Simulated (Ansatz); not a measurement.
Ge2H12Si3, SMILES `[SiH3][GeH2][SiH2][SiH2][GeH3]`, relaxed with RKS PBE0-D4/def2-TZVP in Ansatz from a GFN2-xTB geometry. The force threshold is 0.005 eV/Å; the program also tests the step.

The species carries charge 0 and has multiplicity 1.

Start:

```xyz
17

Si   -0.247   -1.324   -2.515
Ge   -0.458   -1.861   -0.247
Si    0.965   -0.936    1.387
Si    1.228    1.339    0.979
Ge   -0.851    2.412    0.917
H     1.028   -1.820   -3.038
H    -1.322   -1.880   -3.336
H    -0.255    0.133   -2.670
H    -0.517   -3.370   -0.081
H    -1.879   -1.537    0.178
H     0.426   -1.184    2.731
H     2.259   -1.633    1.362
H     2.077    2.034    1.954
H     1.873    1.568   -0.323
H    -0.888    3.845    0.466
H    -1.585    2.459    2.227
H    -1.852    1.753    0.009
```

```json
{"step": "1", "energy (eV)": "-136841.5690", "largest force (eV/Å)": "0.761", "largest move (Å)": "0.000"}
{"step": "2", "energy (eV)": "-136841.7812", "largest force (eV/Å)": "0.274", "largest move (Å)": "0.166"}
{"step": "3", "energy (eV)": "-136841.8198", "largest force (eV/Å)": "0.055", "largest move (Å)": "0.093"}
{"step": "4", "energy (eV)": "-136841.8298", "largest force (eV/Å)": "0.055", "largest move (Å)": "0.112"}
{"step": "5", "energy (eV)": "-136841.8343", "largest force (eV/Å)": "0.043", "largest move (Å)": "0.163"}
{"step": "6", "energy (eV)": "-136841.8352", "largest force (eV/Å)": "0.023", "largest move (Å)": "0.031"}
{"step": "7", "energy (eV)": "-136841.8356", "largest force (eV/Å)": "0.018", "largest move (Å)": "0.020"}
{"step": "8", "energy (eV)": "-136841.8363", "largest force (eV/Å)": "0.005", "largest move (Å)": "0.029"}
{"step": "9", "energy (eV)": "-136841.8368", "largest force (eV/Å)": "0.031", "largest move (Å)": "0.065"}
{"step": "10", "energy (eV)": "-136841.8368", "largest force (eV/Å)": "0.015", "largest move (Å)": "0.013"}
{"step": "11", "energy (eV)": "-136841.8370", "largest force (eV/Å)": "0.003", "largest move (Å)": "0.016"}
{"step": "12", "energy (eV)": "-136841.8371", "largest force (eV/Å)": "0.006", "largest move (Å)": "0.019"}
{"step": "13", "energy (eV)": "-136841.8371", "largest force (eV/Å)": "0.012", "largest move (Å)": "0.023"}
{"step": "14", "energy (eV)": "-136841.8371", "largest force (eV/Å)": "0.008", "largest move (Å)": "0.009"}
{"step": "15", "energy (eV)": "-136841.8371", "largest force (eV/Å)": "0.004", "largest move (Å)": "0.003"}
{"step": "16", "energy (eV)": "-136841.8372", "largest force (eV/Å)": "0.003", "largest move (Å)": "0.006"}
```

End:

```xyz
17

Si   -0.181   -1.215   -2.369
Ge   -0.636   -1.887   -0.133
Si    0.984   -0.955    1.345
Si    1.210    1.316    0.847
Ge   -0.935    2.348    0.843
H     1.195   -1.634   -2.750
H    -1.150   -1.820   -3.321
H    -0.270    0.266   -2.469
H    -0.643   -3.424   -0.030
H    -2.034   -1.382    0.274
H     0.547   -1.124    2.759
H     2.282   -1.664    1.165
H     2.098    2.004    1.825
H     1.812    1.453   -0.509
H    -0.833    3.850    0.528
H    -1.611    2.181    2.214
H    -1.833    1.688   -0.218
```

It took 91 s on 3 threads of an AMD EPYC 7R13 on a shared host and a share of an NVIDIA H100 80 GB, with 1.1 GiB of host memory at the peak.
